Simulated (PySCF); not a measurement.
Si(F)2(OH)(SiH3) (F2H4OSi2), SMILES O[Si](F)(F)[SiH3].

Geometry: B3LYP-D3(BJ)/def2-SVP. This is a generated structure with no PubChem entry under its InChIKey; it may be hypothetical. One conformer was computed; it need not be the lowest.

Two levels are set side by side: TDDFT-PBE/def2-SVPD (PySCF) and TDDFT-CAM-B3LYP/def2-SVPD (PySCF). Vertical, same geometry. The lowest singlet is HOMO→LUMO 79 %, HOMO→LUMO+2 16 % with PBE and HOMO→LUMO+2 90 % with the other functional; states are paired by order. Differences are taken from unrounded values.

| quantity | TDDFT-PBE |
|---|---|
| lowest singlet excitation (eV) | 7.21 |
| lowest triplet excitation (TDA) (eV) | 6.47 |
| first bright state (f over 0.05) (eV) | 7.21 |
| its oscillator strength | 0.13 |

Task: These are the TDDFT-PBE values. What does TDDFT-CAM-B3LYP give? (An estimate is asked for; the answer gives what the named calculation found.)

Result: 
| quantity | TDDFT-CAM-B3LYP | TDDFT-PBE minus TDDFT-CAM-B3LYP |
|---|---|---|
| lowest singlet excitation (eV) | 8.05 | -0.84 |
| lowest triplet excitation (TDA) (eV) | 6.92 | -0.44 |
| first bright state (f over 0.05) (eV) | 8.39 | -1.18 |
| its oscillator strength | 0.24 | -0.11 |

Functionals without exact exchange tend to place singlet excitations lower, as here. Differences between two approximate levels are no errors against the true value.

Rough cost on one machine, each run with all the roots and properties that it gave: TDDFT-CAM-B3LYP against TDDFT-PBE about 10 times.
